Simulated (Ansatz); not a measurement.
`C=[CH][In]([F])[F]` + `F[SiH2]O[SiH3]` → `C=C[SiH](F)O[SiH3]` + `[F][InH][F]`  (formal exchange of groups at a C–In bond)

Gas-phase electronic energies from Ansatz, PBE0-D4/def2-TZVP geometries. CCSD(T)/CBS is the MP2 limit (def2-TZVPP, def2-QZVPP) plus CCSD(T) − MP2 in def2-TZVPP, frozen cores. def2 core potentials past Kr. For In outer-core shells are correlated without core-valence functions, which leaves a few kJ/mol of doubt a bond. One conformer a species, not always the lowest.

```tsv
species	HF/CBS(def2) energy (Eh)
`C=[CH][In]([F])[F]`	-465.73812
`F[SiH2]O[SiH3]`	-755.38306
`C=C[SiH](F)O[SiH3]`	-832.30753
`[F][InH][F]`	-388.82270
```

Task: Work out ΔE.

Result: ΔE = (-832.30753) + (-388.82270) − (-465.73812) − (-755.38306) = -0.00905 Eh = -0.25 eV. CCSD(T)/CBS gives -0.20 eV.

Largest T1 diagnostic among the species: 0.017.

In def2-TZVPP, CCSD(T) changes the Hartree–Fock value by +0.04 eV (the triples alone add +0.01 eV) and MP2 by +0.09 eV. The D4 term adds −0.06 eV with B3LYP and −0.03 eV with PBE0; it sums over pairs of atoms, weighted by their polarisabilities, and B3LYP, whose exchange is more repulsive, gets the larger term.

B3LYP here is the variant with VWN-RPA as its local correlation; programs differ in this.
